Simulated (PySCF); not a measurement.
Compound: C3H8BCl.
SMILES: `BC[C@@H](C)Cl`

Torsions of this conformer, `[BH2:1][CH2:2][C@@H:3]([CH3:4])[Cl:5]`: B1–C2–C3–C4 70°.

The closed-shell ground state was solved at several levels (PySCF, density fitting, gas phase, non-relativistic). The structure is a single PBE0-D3(BJ)/def2-SVP conformer in the gas phase; no vibrational or solvent corrections.

```csv
level,basis functions,HOMO (eV),LUMO (eV),gap (eV),dipole (D)
BHandHLYP/pcSseg-2,299,-9.53,-0.62,8.91,1.84
PBE0/6-31+G*,110,-8.26,-1.59,6.67,1.81
PBE0/def2-TZVPD,266,-8.27,-1.63,6.64,1.68
CAM-B3LYP/def2-SVPD,171,-9.72,-0.53,9.19,1.76
LDA/pcSseg-2,299,-7.02,-2.97,4.05,1.56
PBE/pcSseg-2,299,-6.89,-2.68,4.21,1.55
B97-D/pcSseg-2,299,-6.87,-2.45,4.42,1.62
```

(1) What might PBE0/def2-SVPD (171 basis functions) give for the same quantities?

(2) Over all these levels, which gives the widest orbital gap and which the narrowest?

(3) How much does the basis alone move the frontier levels among the 3 PBE0 rows (the withheld one included)?

(4) How far do the dipole and the HOMO energy spread over the levels?

Results:

(1) HOMO -8.32 eV, LUMO -1.64 eV, gap 6.68 eV, dipole 1.74 D.

(2) CAM-B3LYP/def2-SVPD (range-separated hybrid) has the widest, 9.19 eV, and LDA/pcSseg-2 (LDA) the narrowest, 4.05 eV. Functional and basis both differ between the two, so the spread mixes both effects.

(3) The HOMO by 0.06 eV and the LUMO by 0.05 eV. By rising basis size (HOMO, LUMO in eV): 6-31+G* -8.26, -1.59; def2-SVPD -8.32, -1.64; def2-TZVPD -8.27, -1.63.

(4) The dipole runs from 1.55 to 1.84 D (mean 1.70 D) and the HOMO from -9.72 to -6.87 eV.
